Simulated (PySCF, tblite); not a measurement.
C5H13BO2Si.
Numbering: `[BH2:1][C@H:2]([CH3:3])[CH2:4][O:5]/[CH:6]=[CH:7]\[O:8][SiH3:9]` (hydrogens: H10, H11 on B1; H12 on C2; H13, H14, H15 on C3; H16, H17 on C4; H18 on C6; H19 on C7; H20, H21, H22 on Si9)

Geometry (GFN2-xTB, Å), atoms numbered from 1 in this order:
```xyz
22
C5H13BO2Si angstrom
B     -2.706    1.417    0.244
C     -2.045    0.138   -0.402
C     -2.639   -1.203    0.041
C     -0.521    0.107   -0.237
O     -0.241    0.118    1.156
C      1.048    0.032    1.555
C      2.180   -0.105    0.869
O      2.285   -0.221   -0.483
Si     3.534    0.004   -1.493
H     -2.139    2.438    0.206
H     -3.780    1.364    0.700
H     -2.227    0.241   -1.483
H     -2.414   -1.374    1.091
H     -2.219   -2.025   -0.537
H     -3.719   -1.206   -0.086
H     -0.065    0.984   -0.710
H     -0.097   -0.796   -0.693
H      1.106    0.089    2.633
H      3.111   -0.144    1.419
H      3.895    1.423   -1.566
H      2.933   -0.508   -2.714
H      4.708   -0.754   -1.053
```

Jobs on this species (22 atoms, 78 electrons) with PySCF (density fitting) and tblite. Hardware of each: one thread of an Arm Neoverse N1 (shared host). Other jobs ran on the host; a repeat could differ by tens of per cent or more.

```csv
level and settings,work,basis functions,SCF cycles,wall time
GFN2-xTB,Hessian by finite differences,–,–,?
PBE0/pcSseg-1,"shieldings, charges and field gradients, density and orbital grids written",225,14,2.1 min
GFN2-xTB,L-BFGS relaxation,–,–,2.8 s
```

Q: Fill in the missing figures.

A: 
- GFN2-xTB; Hessian by finite differences: 1.7 s

Q: What do all jobs in the table cost together?

A: About 2.2 min; the longest takes about 97 % of that, and about 74 times as long as the shortest.
